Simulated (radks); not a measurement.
Question: All-electron atom: the cobalt ion Co+ in [Ar] 3d8. Calculated with a radial shooting solver on a logarithmic mesh with Libxc functionals: non-relativistic Kohn-Sham, TPSS, spin-polarised, spherical densities, point nucleus; open shells are filled with parallel spins first; meta-GGA in the generalised Kohn-Sham scheme. Some entries of the table are withheld. Estimate them.

orbital  occ.  eigenvalue (eV)  <1/r> (bohr^-1)  <r^2> (bohr^2)
1s down     1        -7533.712            26.53        0.004335
1s up       1        -7533.708            26.53        0.004336
2s up       1        -888.4128            5.712         0.07876
2s down     1        -887.5319            5.716         0.07866
2p up       3        -770.1989            5.662         0.06280
2p down     3        -769.4921            5.665         0.06269
3s up       1              (1)            1.793          0.7157
3s down     1              (2)            1.789          0.7182
3p up       3         -69.6104              (3)          0.8095
3p down     3         -67.4773              (4)          0.8148
3d up       5         -12.9384              (5)           1.680
3d down     3         -11.0504              (6)           1.864

Answer: 
(1) 3s up eigenvalue (eV): -104.8345
(2) 3s down eigenvalue (eV): -102.6833
(3) 3p up <1/r> (bohr^-1): 1.662
(4) 3p down <1/r> (bohr^-1): 1.657
(5) 3d up <1/r> (bohr^-1): 1.249
(6) 3d down <1/r> (bohr^-1): 1.219
